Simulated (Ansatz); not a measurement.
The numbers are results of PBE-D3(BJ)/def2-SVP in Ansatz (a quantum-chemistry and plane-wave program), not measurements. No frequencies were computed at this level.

Ansatz 0.2 input:
```yaml
crystal:
  periodic: [false, false, false]
  atoms:
    - { symbol: C, position_ang: [2.63366, 0.020706, 0.378067] }
    - { symbol: O, position_ang: [1.422186, 0.090571, 1.045432] }
    - { symbol: Sn, position_ang: [-0.270911, 0.974817, 0.289555] }
    - { symbol: I, position_ang: [-1.775255, 1.533498, 2.4495] }
    - { symbol: I, position_ang: [0.524844, 3.00645, -1.285158] }
    - { symbol: O, position_ang: [-1.39234, -0.232544, -0.936698] }
    - { symbol: C, position_ang: [-2.31958, -1.157402, -0.486651] }
    - { symbol: H, position_ang: [2.63098, -0.735378, -0.410931] }
    - { symbol: H, position_ang: [3.370939, -0.257814, 1.136049] }
    - { symbol: H, position_ang: [2.94282, 0.984283, -0.04089] }
    - { symbol: H, position_ang: [-1.847844, -2.055142, -0.079551] }
    - { symbol: H, position_ang: [-3.00966, -0.739685, 0.254445] }
    - { symbol: H, position_ang: [-2.909835, -1.432357, -1.365149] }
basis:
  gaussian: { orbitals: def2-svp }
hamiltonian:
  xc: pbe
  dispersion: d3bj
relax:
  max_steps: 150
```

Output:

```
Functional definition: PBE
1873 factors; their error is unknown
mean field evaluation 1: about -28273.3837 eV, gradient 8.1e1 eV
mean field evaluation 2: about -28078.0830 eV, gradient 2.5e2 eV
mean field evaluation 4: about -28287.4434 eV, gradient 2.4e1 eV
mean field evaluation 8: about -28288.5679 eV, gradient 2.2e-1 eV
mean field evaluation 16: about -28288.5259 eV, gradient 1.2e-3 eV
mean field -28288.52591639 eV, -1039.5841527759 hartree, gradient 4.9e-5 eV, S^2 0.000000; 0 other end points of the search recorded, 0 dependent functions left out
reference -28288.52595971 eV, -1039.5841543678 hartree; 53, 53 occupied and 111, 111 virtual orbitals, 1873 factors
relax step   1: F+E_penalty+E_count = -28288.90193866 eV  Δ(F+E_penalty+E_count) = +0.000e0 eV  max|allowed force component| = 1.692e0 eV/Å  Δτ_max = 0.0000 Å  (30 SCF iters, accepted)
these checks for a lower state are left out or cut short: starts, cluster_reference, orbital_swaps, neighbouring_geometries, increment
1873 factors; their error is unknown
mean field -28288.65232912 eV, -1039.5887983580 hartree, gradient 2.4e-5 eV, S^2 0.000000; 0 other end points of the search recorded, 0 dependent functions left out
reference -28288.65237248 eV, -1039.5887999514 hartree; 53, 53 occupied and 111, 111 virtual orbitals, 1873 factors
relax step   2: F+E_penalty+E_count = -28289.03130535 eV  Δ(F+E_penalty+E_count) = -1.294e-1 eV  max|allowed force component| = 4.877e-1 eV/Å  Δτ_max = 0.0893 Å  (30 SCF iters, accepted)
these checks for a lower state are left out or cut short: starts, cluster_reference, orbital_swaps, neighbouring_geometries, increment
1873 factors; their error is unknown
mean field evaluation 32: about -28288.6685 eV, gradient 4.9e-4 eV
mean field -28288.66851640 eV, -1039.5893932294 hartree, gradient 2.0e-5 eV, S^2 0.000000; 0 other end points of the search recorded, 0 dependent functions left out
reference -28288.66855983 eV, -1039.5893948256 hartree; 53, 53 occupied and 111, 111 virtual orbitals, 1873 factors
relax step   3: F+E_penalty+E_count = -28289.04770267 eV  Δ(F+E_penalty+E_count) = -1.640e-2 eV  max|allowed force component| = 8.262e-2 eV/Å  Δτ_max = 0.0694 Å  (30 SCF iters, accepted)
these checks for a lower state are left out or cut short: starts, cluster_reference, orbital_swaps, neighbouring_geometries, increment
1873 factors; their error is unknown
mean field -28288.67076506 eV, -1039.5894758661 hartree, gradient 2.0e-5 eV, S^2 0.000000; 0 other end points of the search recorded, 0 dependent functions left out
reference -28288.67080845 eV, -1039.5894774607 hartree; 53, 53 occupied and 111, 111 virtual orbitals, 1873 factors
relax step   4: F+E_penalty+E_count = -28289.05090194 eV  Δ(F+E_penalty+E_count) = -3.199e-3 eV  max|allowed force component| = 4.305e-2 eV/Å  Δτ_max = 0.0491 Å  (31 SCF iters, accepted)
these checks for a lower state are left out or cut short: starts, cluster_reference, orbital_swaps, neighbouring_geometries, increment
1873 factors; their error is unknown
mean field -28288.67314333 eV, -1039.5895632662 hartree, gradient 1.8e-5 eV, S^2 0.000000; 0 other end points of the search recorded, 0 dependent functions left out
reference -28288.67318671 eV, -1039.5895648603 hartree; 53, 53 occupied and 111, 111 virtual orbitals, 1873 factors
relax step   5: F+E_penalty+E_count = -28289.05477929 eV  Δ(F+E_penalty+E_count) = -3.877e-3 eV  max|allowed force component| = 1.401e-1 eV/Å  Δτ_max = 0.1566 Å  (32 SCF iters, accepted)
these checks for a lower state are left out or cut short: starts, cluster_reference, orbital_swaps, neighbouring_geometries, increment
1873 factors; their error is unknown
mean field -28288.67486641 eV, -1039.5896265880 hartree, gradient 1.5e-5 eV, S^2 0.000000; 0 other end points of the search recorded, 0 dependent functions left out
reference -28288.67490975 eV, -1039.5896281809 hartree; 53, 53 occupied and 111, 111 virtual orbitals, 1873 factors
relax step   6: F+E_penalty+E_count = -28289.05668306 eV  Δ(F+E_penalty+E_count) = -1.904e-3 eV  max|allowed force component| = 7.699e-2 eV/Å  Δτ_max = 0.0441 Å  (31 SCF iters, accepted)
these checks for a lower state are left out or cut short: starts, cluster_reference, orbital_swaps, neighbouring_geometries, increment
1873 factors; their error is unknown
mean field -28288.67677674 eV, -1039.5896967916 hartree, gradient 2.5e-5 eV, S^2 0.000000; 0 other end points of the search recorded, 0 dependent functions left out
reference -28288.67681993 eV, -1039.5896983784 hartree; 53, 53 occupied and 111, 111 virtual orbitals, 1873 factors
relax step   7: F+E_penalty+E_count = -28289.05824796 eV  Δ(F+E_penalty+E_count) = -1.565e-3 eV  max|allowed force component| = 3.871e-2 eV/Å  Δτ_max = 0.0894 Å  (31 SCF iters, accepted)
these checks for a lower state are left out or cut short: starts, cluster_reference, orbital_swaps, neighbouring_geometries, increment
1873 factors; their error is unknown
mean field evaluation 64: about -28288.7201 eV, gradient 4.9e-2 eV
mean field -28288.67732063 eV, -1039.5897167790 hartree, gradient 1.0e-5 eV, S^2 0.000000; 0 other end points of the search recorded, 0 dependent functions left out
reference -28288.67736368 eV, -1039.5897183611 hartree; 53, 53 occupied and 111, 111 virtual orbitals, 1873 factors
relax step   8: F+E_penalty+E_count = -28289.05852035 eV  Δ(F+E_penalty+E_count) = -2.724e-4 eV  max|allowed force component| = 3.067e-2 eV/Å  Δτ_max = 0.0835 Å  (32 SCF iters, accepted)
these checks for a lower state are left out or cut short: starts, cluster_reference, orbital_swaps, neighbouring_geometries, increment
1873 factors; their error is unknown
mean field -28288.67738662 eV, -1039.5897192041 hartree, gradient 1.7e-5 eV, S^2 0.000000; 0 other end points of the search recorded, 0 dependent functions left out
reference -28288.67742966 eV, -1039.5897207857 hartree; 53, 53 occupied and 111, 111 virtual orbitals, 1873 factors
relax step   9: F+E_penalty+E_count = -28289.05878884 eV  Δ(F+E_penalty+E_count) = -2.685e-4 eV  max|allowed force component| = 3.097e-2 eV/Å  Δτ_max = 0.0194 Å  (33 SCF iters, accepted)
these checks for a lower state are left out or cut short: starts, cluster_reference, orbital_swaps, neighbouring_geometries, increment
1873 factors; their error is unknown
mean field -28288.67749439 eV, -1039.5897231646 hartree, gradient 1.7e-5 eV, S^2 0.000000; 0 other end points of the search recorded, 0 dependent functions left out
reference -28288.67753744 eV, -1039.5897247465 hartree; 53, 53 occupied and 111, 111 virtual orbitals, 1873 factors
relax step  10: F+E_penalty+E_count = -28289.05896003 eV  Δ(F+E_penalty+E_count) = -1.712e-4 eV  max|allowed force component| = 3.287e-3 eV/Å  Δτ_max = 0.0113 Å  (33 SCF iters, accepted)
1873 factors; their error is unknown
mean field evaluation 96: about -28288.6774 eV, gradient 1.6e-1 eV
mean field -28288.67749439 eV, -1039.5897231646 hartree, gradient 1.7e-5 eV, S^2 0.000000; 1 other end points of the search recorded, 0 dependent functions left out
reference -28288.67753744 eV, -1039.5897247465 hartree; 53, 53 occupied and 111, 111 virtual orbitals, 1873 factors
Total energy: -28289.05900307 eV, -1039.6037433501 hartree
Atom 0 at     2.362062    -0.117800     0.323905 Å, force     0.002400    -0.000984    -0.002015 eV/Å
Atom 1 at     1.245513     0.190770     1.143742 Å, force     0.001033    -0.000426    -0.000256 eV/Å
Atom 2 at    -0.321031     1.159203     0.334781 Å, force     0.000139     0.001880    -0.003287 eV/Å
Atom 3 at    -1.921483     1.758915     2.427519 Å, force    -0.000891    -0.000334     0.000407 eV/Å
Atom 4 at     0.535342     3.245070    -1.154462 Å, force     0.000003    -0.000363     0.000844 eV/Å
Atom 5 at    -1.286491    -0.037328    -0.962506 Å, force    -0.003008    -0.003169     0.002918 eV/Å
Atom 6 at    -2.010489    -1.151708    -0.464220 Å, force     0.000419    -0.000237     0.001268 eV/Å
Atom 7 at     2.133974    -0.887725    -0.449419 Å, force     0.000308     0.002511     0.000811 eV/Å
Atom 8 at     3.155252    -0.524517     0.987687 Å, force    -0.001939    -0.000783     0.000426 eV/Å
Atom 9 at     2.785920     0.775337    -0.192847 Å, force    -0.001740    -0.001372     0.000507 eV/Å
Atom 10 at    -1.350866    -1.944836    -0.041560 Å, force    -0.001131     0.001730     0.000217 eV/Å
Atom 11 at    -2.759379    -0.874526     0.314684 Å, force     0.002050     0.000520    -0.000734 eV/Å
Atom 12 at    -2.568319    -1.590853    -1.319286 Å, force     0.002357     0.001027    -0.001106 eV/Å
Dipole moment:     0.058487    -0.214464    -0.047701 e Å
```

Cost: very roughly 90 core-seconds.
